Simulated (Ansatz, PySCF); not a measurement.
Cl₂H₄OSi₂, SMILES Cl[SiH2]O[SiH2]Cl. Atoms are numbered in the order given.

```xyz
9

Si     1.4265     0.6412     0.6697
Cl     2.0913    -0.4669    -0.9537
O      0.0000     0.0000     1.2128
Si    -1.4265    -0.6412     0.6697
Cl    -2.0913     0.4669    -0.9537
H      1.2286     2.0400     0.2250
H      2.4204     0.5317     1.7601
H     -2.4204    -0.5317     1.7601
H     -1.2286    -2.0400     0.2250
```

The structure is a stationary point at B3LYP-D3(BJ)/def2-SVP. Other conformers were not sampled.

Vertical ionisation energy (IE) and electron affinity (EA) in eV. Rows of orbital energies are one-electron estimates. Where ΔSCF, EOM or ADC give a negative EA the extra electron is unbound and the value depends on the basis.

```csv
level,IE,EA
"−ε(HOMO), −ε(LUMO), HF/def2-TZVP (PySCF)",12.28,-3.13
"−ε(HOMO), −ε(LUMO), PBE/def2-TZVP (PySCF)",7.56,0.98
"ΔSCF, PBE0/def2-SVPD (Ansatz), final states of multiplicity 2 and 2",10.79,-1.23
"ΔSCF, PBE/def2-SVPD (Ansatz), final states of multiplicity 2 and 2",10.14,-1.00
```

### Question
What vertical singlet–triplet gap does ΔSCF give with PBE0/def2-SVPD (Ansatz, a first-principles code) and with PBE/def2-SVPD (Ansatz)? (An estimate is asked for; the answer gives what the named calculation found.)

### Answer
7.20 and 6.48 eV (triplet above singlet where positive).
